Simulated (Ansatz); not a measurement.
`[BH2][GaH2]` + `O[SiH3]` → `[SiH3][O][GaH2]` + BH₃ at 400 K and 1 bar (cleavage of the Ga–B bond).

Computed with Ansatz on PBE0-D4/def2-TZVP structures; ΔE is electronic, products minus reactants. CCSD(T)/CBS adds triple-zeta CCSD(T) − MP2 to the extrapolated MP2 energy (def2 sets, frozen cores). This one scheme is used for every species. For Ga outer-core shells are correlated without core-valence functions, which leaves a few kJ/mol of doubt a bond. Scalar relativity is left out up to krypton.

```tsv
species	CCSD(T)/CBS energy (Eh)	H − E (kJ/mol)	S (J/(mol·K))
`[BH2][GaH2]`	-1951.07352	105.9	290.8
`O[SiH3]`	-366.69042	120.0	276.4
`[SiH3][O][GaH2]`	-2291.24790	140.3	359.9
BH₃	-26.55200	82.6	199.4
```

H − E and S are ideal-gas, rigid-rotor, harmonic terms from PBE0-D4/def2-TZVP. 1 Eh = 2625.50 kJ/mol, R = 8.31446 J/(mol·K).

Q: By hand: ΔE, ΔH, ΔS and ΔG.

A: ΔE = (-2291.24790) + (-26.55200) − (-1951.07352) − (-366.69042) = -0.03596 Eh = -94.4 kJ/mol. Δ(H − E) = 140.3 + 82.6 − 105.9 − 120.0 = -3.0, so ΔH = -97.4 kJ/mol. ΔS = 359.9 + 199.4 − 290.8 − 276.4 = -7.9 J/(mol·K). ΔG = -97.4 − 400 × (-7.9)/1000 = -94.2 kJ/mol.

Q: By hand: the equilibrium constant, and the temperature at which ΔG would vanish if ΔH and ΔS stayed fixed.

A: log₁₀ K = −ΔG/(RT ln 10) = 12.3. ΔG = 0 at ΔH/ΔS = 12329 K, far beyond where these terms or the molecules hold.

The number of gas molecules stays the same, so ΔS is small and ΔH decides. A doubt of 5 kJ/mol in ΔE shifts log₁₀ K by 0.7 here. These are equilibria of isolated gas molecules and say nothing of rates. Largest T1 diagnostic: 0.014 (customary marks: 0.02 for closed shells, 0.045 for open ones).
